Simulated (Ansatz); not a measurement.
Input for Ansatz (a quantum-chemistry and plane-wave program): SC-NEVPT2 on SA-CASSCF(2,3)/cc-pV(T+d)Z on AlCl (SMILES [Al][Cl]), 2S+1 = 3, a spin state set in the input, which need not be the lowest. Files ending in .json are basis or fitting sets from the Basis Set Exchange.

Ansatz 0.2 input:
```yaml
crystal:
  periodic: [false, false, false]
  atoms:
    - {symbol: Al, position_ang: [-0.00000000, -0.00000000, -1.20443027]}
    - {symbol: Cl, position_ang: [0.00000000, 0.00000000, 0.92103491]}
basis:
  gaussian:
    orbitals: cc-pV_T+d_Z.json
magnetization: {spin_polarized: false, initial_magnetization: 2}
correlation: {method: sc_nevpt2, electrons: outside_noble_gas, active_space: {window: {electrons: 2, orbitals: 3}, states: [{multiplicity: 1, weights: [1]}, {multiplicity: 3, weights: [1]}]}}
output: {orbitals: {seedname: ./end}}
```

The log:

```
WARN ansatz: RAYON_NUM_THREADS=1 ignored (pool sized by the plan → 1); use --threads N
Functional definition: HF
integrals: 0.03 GiB planned
907 factors; integrals over basis functions are off by at most 1.6e-7 eV
mean field: 0.24 GiB planned
mean field evaluation 1: about -19085.6498 eV, gradient 1.1e1 eV
mean field evaluation 2: about -19085.7348 eV, gradient 1.1e1 eV
mean field evaluation 4: about -19086.9017 eV, gradient 1.8e0 eV
mean field evaluation 8: about -19086.9685 eV, gradient 1.8e-1 eV
mean field evaluation 16: about -19086.2051 eV, gradient 6.0e0 eV
mean field evaluation 32: about -19086.9147 eV, gradient 2.1e0 eV
mean field -19086.96875989 eV, -701.4331643137 hartree, gradient 3.6e-6 eV, S^2 2.000000; 2 other end points of the search recorded, 0 dependent functions left out
reference -19086.96875989 eV, -701.4331643137 hartree; 16, 14 occupied and 62, 64 virtual orbitals, 907 factors
configuration interaction: 0.21 GiB planned
configuration interaction: 0.00 GiB planned
state -19089.81330515 eV, -701.5376994240 hartree
state -19089.81330515 eV, -701.5376994240 hartree; corrected -19095.80099271 eV, -701.7577428834 hartree
configuration interaction: 0.00 GiB planned
state -19086.90531943 eV, -701.4308329198 hartree
state -19086.90531943 eV, -701.4308329198 hartree; corrected -19092.81883063 eV, -701.6481504484 hartree
Total energy: -19094.30991167 eV, -701.7029466659 hartree
```

The run converged. The last total energy is the mean of the averaged states.

Cost: very roughly 1.8 core-seconds.
